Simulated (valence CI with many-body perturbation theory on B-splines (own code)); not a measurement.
## E1 line list for Sm49+

Method: relativistic CI+MBPT: three valence electrons over a frozen Dirac-Fock core [Ne], radial functions for each j: 11 s, 11 p, 9 d, 7 f, 5 g, 2 h, 1 i, with the one-electron correlation potential Σ1 (screened to all orders), the two-electron term Σ2, the three-electron term Σ3, Breit, model QED; selected single and double excitations, second order for the rest (own B-spline code, finite nucleus).

No measured spectrum was set against this ion. As an estimate, large intervals hold to a few tenths of a per cent, small ones and those within an open d or f shell to about a per cent.

Lines 101 to 150 of 272 in falling wavelength, among levels below 849.37 eV, chosen from the strongest by gf and those to the six lowest levels. Wavelengths and rates use the calculated energies. Electric multipoles are in the length gauge, E1 and E2 with the static RPA response of the core. Weak lines are less certain than strong ones. Lines between different terms over intervals too small for the method are left out, as are lines whose strength nearly cancels. Where a level lies close to another of its J and parity, the split of strength between their lines is uncertain. The highest levels of a list are the least certain.

Levels are named by their leading jj configuration (3d3/2^4 stands for four electrons in 3d with j = 3/2), which in mixed levels can hold well under half, so a name can repeat and another be missing. Letters in brackets count levels of one name in rising energy.

```csv
λ vac (nm),Upper,Lower,A (s⁻¹),log gf,Branch %
4.946,(3s 3p3/2 3d5/2) J=5/2 [b],(3s 3p3/2^2) J=5/2,6.79e+10,-0.83,7.4
4.885,(3p1/2 3p3/2 3d3/2) J=5/2 [b],(3s 3p1/2 3d5/2) J=3/2,3.20e+10,-1.16,3.6
4.747,(3s 3p1/2 3p3/2) J=3/2 [a],(3s^2 3p1/2) J=1/2,2.04e+09,-2.56,62.7
4.632,(3p1/2 3p3/2 3d5/2) J=7/2 [a],(3s 3p1/2 3d5/2) J=5/2 [b],3.00e+10,-1.11,7.2
4.621,(3s 3p3/2 3d5/2) J=5/2 [a],(3s^2 3d5/2) J=5/2,1.18e+11,-0.64,23.0
4.582,(3s 3p3/2 3d3/2) J=5/2 [b],(3s^2 3d5/2) J=5/2,3.71e+10,-1.15,3.5
4.542,(3p1/2 3p3/2 3d5/2) J=3/2 [a],(3s 3p1/2 3d5/2) J=3/2,2.09e+11,-0.59,43.5
4.526,(3s 3p3/2^2) J=5/2,(3s^2 3p3/2) J=3/2,2.45e+11,-0.34,100.0
4.503,(3p1/2 3p3/2^2) J=3/2,(3s 3p1/2 3p3/2) J=1/2,3.54e+11,-0.37,39.2
4.482,(3p1/2 3p3/2 3d5/2) J=7/2 [a],(3s 3p1/2 3d5/2) J=7/2,3.05e+10,-1.13,7.4
4.459,(3s 3p3/2 3d5/2) J=7/2 [a],(3s^2 3d5/2) J=5/2,8.08e+10,-0.72,29.7
4.444,(3s 3p3/2 3d5/2) J=3/2 [a],(3s^2 3d5/2) J=5/2,7.41e+10,-1.06,15.3
4.435,(3p1/2 3p3/2^2) J=5/2,(3s 3p1/2 3p3/2) J=3/2 [b],2.41e+11,-0.37,59.5
4.427,(3p1/2 3p3/2 3d5/2) J=5/2 [a],(3s 3p1/2 3d5/2) J=5/2 [b],1.91e+11,-0.47,48.3
4.400,(3p1/2 3p3/2 3d3/2) J=5/2 [a],(3s 3p1/2 3d3/2) J=5/2,9.69e+10,-0.77,33.8
4.374,(3s 3p3/2 3d3/2) J=3/2 [b],(3s^2 3d3/2) J=3/2,2.51e+11,-0.54,26.6
4.372,(3p1/2 3p3/2^2) J=3/2,(3s 3p1/2 3p3/2) J=3/2 [b],1.12e+11,-0.89,12.4
4.371,(3p1/2 3p3/2 3d5/2) J=9/2,(3s 3p1/2 3d5/2) J=7/2,2.04e+11,-0.23,82.1
4.336,(3p1/2 3p3/2 3d5/2) J=7/2 [a],(3s 3p1/2 3d5/2) J=5/2 [a],3.11e+11,-0.15,75.0
4.303,(3p1/2 3p3/2 3d3/2) J=3/2 [a],(3s 3p1/2 3d3/2) J=5/2,1.13e+11,-0.90,21.9
4.299,(3p1/2 3p3/2 3d3/2) J=3/2 [b],(3s 3p1/2 3d3/2) J=3/2 [b],6.17e+10,-1.17,6.3
4.290,(3p1/2 3p3/2 3d5/2) J=5/2 [a],(3s 3p1/2 3d5/2) J=7/2,7.63e+10,-0.90,19.3
4.286,(3p1/2 3p3/2 3d3/2) J=5/2 [b],(3s 3p1/2 3d3/2) J=3/2 [b],2.82e+11,-0.33,31.7
4.282,(3p3/2^3) J=3/2,(3s 3p3/2^2) J=3/2,1.02e+12,0.05,68.2
4.269,(3p1/2 3p3/2 3d5/2) J=5/2 [b],(3s 3p1/2 3d5/2) J=3/2,6.08e+10,-1.00,7.4
4.266,(3p1/2 3p3/2 3d5/2) J=7/2 [b],(3s 3p1/2 3d5/2) J=5/2 [b],5.64e+10,-0.91,14.8
4.255,(3p1/2 3p3/2 3d3/2) J=3/2 [b],(3s 3p1/2 3d3/2) J=1/2,8.17e+10,-1.05,8.3
4.246,(3p1/2 3p3/2 3d3/2) J=5/2 [a],(3s 3p1/2 3d3/2) J=3/2 [a],1.05e+11,-0.77,36.6
4.244,(3s 3p3/2 3d5/2) J=7/2 [b],(3s^2 3d5/2) J=5/2,4.04e+11,-0.06,64.7
4.237,(3p1/2 3p3/2 3d3/2) J=7/2,(3s 3p1/2 3d3/2) J=5/2,3.25e+11,-0.16,87.2
4.232,(3p1/2^2 3p3/2) J=3/2,(3s 3p1/2^2) J=1/2,1.20e+11,-0.89,64.7
4.231,(3s 3p1/2 3p3/2) J=3/2 [b],(3s^2 3p1/2) J=1/2,2.16e+11,-0.63,94.1
4.203,(3p1/2 3p3/2^2) J=1/2,(3s 3p1/2 3p3/2) J=3/2 [b],4.76e+11,-0.60,75.6
4.202,(3p3/2^3) J=3/2,(3s 3p3/2^2) J=1/2,2.60e+11,-0.56,17.3
4.197,(3p1/2 3p3/2 3d3/2) J=1/2 [b],(3s 3p1/2 3d3/2) J=1/2,1.94e+11,-0.99,22.6
4.196,(3p1/2 3p3/2 3d5/2) J=3/2 [a],(3s 3p1/2 3d5/2) J=5/2 [a],1.20e+11,-0.90,25.0
4.180,(3s 3p3/2 3d5/2) J=5/2 [a],(3s^2 3d3/2) J=3/2,2.89e+11,-0.34,56.1
4.172,(3p1/2 3p3/2 3d5/2) J=1/2,(3s 3p1/2 3d5/2) J=3/2,1.42e+11,-1.13,35.8
4.167,(3p1/2 3p3/2^2) J=5/2,(3s 3p1/2 3p3/2) J=5/2,1.25e+11,-0.71,30.8
4.157,(3p1/2 3p3/2 3d3/2) J=3/2 [a],(3s 3p1/2 3d3/2) J=3/2 [a],2.18e+11,-0.65,42.0
4.149,(3s 3p3/2 3d3/2) J=5/2 [b],(3s^2 3d3/2) J=3/2,7.00e+11,0.04,65.6
4.139,(3p1/2 3p3/2 3d5/2) J=7/2 [b],(3s 3p1/2 3d5/2) J=7/2,8.92e+10,-0.74,23.3
4.126,(3p1/2 3p3/2 3d3/2) J=1/2 [a],(3s 3p1/2 3d3/2) J=3/2 [a],4.39e+11,-0.65,79.4
4.117,(3s 3p3/2 3d3/2) J=1/2 [b],(3s^2 3d3/2) J=3/2,8.22e+11,-0.38,59.1
4.115,(3s 3p1/2 3p3/2) J=1/2,(3s^2 3p1/2) J=1/2,7.34e+11,-0.43,97.4
4.111,(3p1/2 3p3/2^2) J=3/2,(3s 3p1/2 3p3/2) J=5/2,6.22e+10,-1.20,6.9
4.109,(3s 3p3/2^2) J=1/2,(3s^2 3p3/2) J=3/2,5.26e+11,-0.57,99.1
4.080,(3p1/2 3p3/2 3d5/2) J=3/2 [b],(3s 3p1/2 3d5/2) J=5/2 [b],3.00e+11,-0.52,48.4
4.054,(3p1/2 3p3/2 3d3/2) J=5/2 [a],(3p1/2^2 3p3/2) J=3/2,4.90e+10,-1.14,17.1
4.040,(3s 3p1/2 3d3/2) J=3/2 [a],(3s 3p1/2^2) J=1/2,5.06e+10,-1.30,66.3
```
